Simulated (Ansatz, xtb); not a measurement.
**Relative energy of two isomers of C4H6N2O2**

Structure I: `COc1cn(O)cn1`, a singlet. Structure II: `COc1nccn1O`, a singlet. Both are isolated molecules in the gas phase, relaxed with B3LYP/def2-SVP; the shapes shown needn't be the lowest conformers.

I (Å):

```xyz
14

C    -2.8849    1.0771    0.4022
C    -0.7870    0.2394   -0.2511
C     0.4048   -0.4592   -0.1477
C     0.1917    0.5352   -2.1350
N     1.0068   -0.2350   -1.3738
N    -0.9072    0.8413   -1.4663
O    -1.7224    0.3271    0.7118
O     2.1903   -0.7867   -1.7877
H    -3.5248    1.0334    1.2938
H    -3.4214    0.6541   -0.4634
H    -2.6399    2.1268    0.1695
H     0.8513   -1.0732    0.6269
H     2.8868   -0.1973   -1.4527
H     0.4503    0.8287   -3.1515
```

II (Å):

```xyz
14

C    -2.7892    0.5680    0.3532
C    -0.7006    0.3635   -0.6653
C     1.0482   -0.8014   -0.2559
C     1.3618   -0.0733   -1.3751
N    -0.2333   -0.5176    0.1805
N     0.2238    0.6854   -1.6175
O    -1.8886    0.9700   -0.6737
O     0.0111    1.4781   -2.7124
H    -3.7071    1.1497    0.2002
H    -2.3673    0.7736    1.3498
H    -3.0058   -0.5098    0.2860
H     1.6769   -1.5201    0.2675
H     2.2346   -0.0108   -2.0183
H     0.0893    2.3932   -2.3946
```

**Question.** Estimate which is lower in electronic energy at CCSD(T)/def2-SVP + ΔMP2/def2-TZVPP, and by roughly how much.

**Answer.** The CCSD(T)/def2-SVP + ΔMP2/def2-TZVPP calculation puts structure II lower, by 2.2 kcal/mol.

Level by level:

| level | geometry | E(II) − E(I) (kcal/mol) | departure from the last row (kcal/mol) | job, with rough time for the two |
| --- | --- | --- | --- | --- |
| B3LYP/def2-SVP | B3LYP/def2-SVP | −2.0 | +0.2 | optimisation, 2.4 min |
| HF/def2-SVP | B3LYP/def2-SVP | −5.1 | −2.9 | part of the CCSD(T) run |
| MP2/def2-SVP | B3LYP/def2-SVP | −2.1 | +0.1 | part of the CCSD(T) run |
| CCSD(T)/def2-SVP | B3LYP/def2-SVP | −2.6 | −0.4 | single point |
| CCSD(T)/def2-SVP + ΔMP2/def2-TZVPP | B3LYP/def2-SVP | −2.2 |  | single point, 2.1 min |

As drawn, both hold the same kinds of bond in the same numbers.

The levels shown agree on the order. The largest departure from CCSD(T)/def2-SVP + ΔMP2/def2-TZVPP is that of HF/def2-SVP, 2.9 kcal/mol. No reliable frequencies are at hand for II, so it isn't confirmed as a minimum. Levels run at GFN2-xTB geometries aren't shown. The last row adds to CCSD(T) the change of the MP2 difference between the two basis sets, here +0.4 kcal/mol.

The correlated steps freeze 8 core orbitals. Programs: Ansatz 0.2.0, xtb 6.7.1; the last row on 2 threads of Intel(R) Xeon(R) Platinum 8488C (Sapphire Rapids) on a shared host.
